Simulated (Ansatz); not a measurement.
`[O]=[Nb]([F])([Cl])[Cl]`. The species carries charge 0 and has multiplicity 1. Nb: def2 effective core potential.

Q: List the harmonic frequencies (cm⁻¹, unscaled) at PBE0-D4/def2-TZVP in Ansatz. (Best estimate.)

A: The calculation gave: 109, 148, 155, 227, 257, 424, 457, 715, 1068.

Q: Is this a minimum?

A: Yes, all 9 modes are real.

Q: Give the ideal-gas thermochemistry at 298.15 K and 1 bar (rigid rotor, harmonic oscillator; point group Cs, symmetry number 1).

A: Zero-point energy 21.3 kJ/mol; H(298) − E = 40.9 kJ/mol; entropy 353.8 J/(mol·K), of which translation 174.9, rotation 119.6, vibration 59.4; G(298) − E = -64.6 kJ/mol.

Q: And at 400, 500, 600, 800 and 1000 K?

A: 
```
T (K)  H − E (kJ/mol)  S (J/mol/K)  G − E (kJ/mol)
  400            50.2        380.7          -102.1
  500            59.9        402.3          -141.3
  600            69.8        420.4          -182.4
  800            90.3        449.9          -269.6
 1000           111.2        473.2          -362.0
```
